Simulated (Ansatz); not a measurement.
Cost and result for the atomization energy of C$_{3}$H$_{7}$OSb, SMILES `C[C@H]1O[C@@H]1[SbH2]` (12 atoms, 12 bonds).

Cartesian coordinates in Å:
```
C -0.609 -1.724 0.024
C -0.547 -0.237 0.156
O -0.320 0.273 1.465
C 0.693 0.465 0.483
Sb 1.090 2.525 -0.042
H -1.574 -2.102 0.371
H 0.178 -2.196 0.616
H -0.487 -2.019 -1.021
H -1.298 0.320 -0.403
H 1.583 -0.144 0.641
H 1.753 2.106 -1.565
H -0.463 2.734 -0.725
```

The species carries charge 0 and has multiplicity 1. Correlated methods include outer-core shells of Sb, which these sets cover unevenly. Sb takes the def2 core potential. All single points use the PBE0-D4/def2-TZVP geometry. Program: Ansatz. All runs use 4 threads of an Arm Neoverse V2 on a shared host. Times are those of one run each, without the atoms' runs, and a repeat can differ threefold. Electronic energies, without spin–orbit coupling; frozen cores. CCSD(T)/CBS adds CCSD(T) − MP2 in def2-TZVPP to the MP2 limit, and its time is that of the two runs behind it. T1 = 0.013. With those shells the extrapolation isn't a true limit. B3LYP takes the VWN-RPA correlation (the form of Gaussian; ORCA's B3LYP/G).

CCSD(T)/CBS is a level of theory with its own doubt, some kJ/mol a heavy atom from the limit and from the frozen cores, so smaller differences don't rank the functionals.

```
                             level  functions  wall time  atomization (kcal/mol)  difference from CCSD(T)/CBS  per bond
   PBE-D4/def2-TZVPP (with forces)        272      3.1 s                  1056.1                         29.2       2.4
                PBE0-D4/def2-TZVPP        272      3.8 s                  1032.1                          5.2       0.4
r2SCAN-D4/def2-TZVPP (with forces)        272      6.5 s                  1029.0                          2.1       0.2
 B3LYP-D4/def2-TZVPP (with forces)        272      6.5 s                  1028.3                          1.4       0.1
                 B2PLYP/def2-TZVPP        272        8 s                  1014.2                        -12.7      -1.1
                ωB97X-V/def2-TZVPP        272      9.5 s                  1033.5                          6.6       0.6
  ωB97M-V/def2-TZVPP (with forces)        272       14 s                  1028.0                          1.1       0.1
                    MP2/def2-QZVPP        520       29 s                  1026.7                         -0.2       0.0
                CCSD(T)/def2-TZVPP        272    6.9 min                   999.3                        -27.6      -2.3
                 CCSD(T)/CBS(def2)          –    7.4 min                  1026.9                          0.0       0.0
```

In def2-TZVPP, CCSD(T) changes the Hartree–Fock value by +287.1 kcal/mol (the triples alone add +18.2 kcal/mol) and MP2 by +298.1 kcal/mol; breaking electron pairs costs correlation energy, which Hartree–Fock lacks. From PBE to PBE0 (25 % exact exchange), in def2-TZVPP and without D4, the atomization energy moves by −23.0 kcal/mol: exact exchange takes away binding that semilocal exchange gives to molecules. The D4 term adds +9.8 kcal/mol with B3LYP and +5.2 kcal/mol with PBE0; it sums over pairs of atoms, weighted by their polarisabilities, and B3LYP, whose exchange is more repulsive, gets the larger term.
